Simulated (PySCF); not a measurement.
A GIAO shielding run with PySCF (density fitting, non-relativistic, gas phase) on SMILES C=C[C@H](C#N)CC#N, C₆H₆N₂:

```
$ OMP_NUM_THREADS=1 python probes_run.py task.json out

{"job": {"kind": "nmr", "xc": "PBE0", "basis": "pcSseg-1"}, "charge": 0, "multiplicity": 1}
C      0.562632     1.152278     1.686220
C      0.432786     0.017566     1.028045
C     -0.629042    -0.222318    -0.014589
C     -1.432543    -1.359002     0.379632
N     -2.046556    -2.270959     0.690235
C      0.006566    -0.512289    -1.394884
C      0.774214     0.627513    -1.829465
N      1.373620     1.544282    -2.153377
H     -0.096954     1.988444     1.519579
H      1.340104     1.295306     2.416124
H      1.102330    -0.813948     1.204536
H     -1.283101     0.655174    -0.089190
H      0.667145    -1.382138    -1.330144
H     -0.771880    -0.720380    -2.134889
```

Hardware: 1 thread of an Arm Neoverse N1, shared host. The job also computes population analyses, field gradients.

Task: How large is the calculation?

Result: 56 electrons, 166 basis functions and 846 auxiliary functions.

Task: How long does it take?

Result: 37 s of wall time, with 15 SCF cycles and 5 response iterations. Times on a shared host scatter by some tens of per cent.
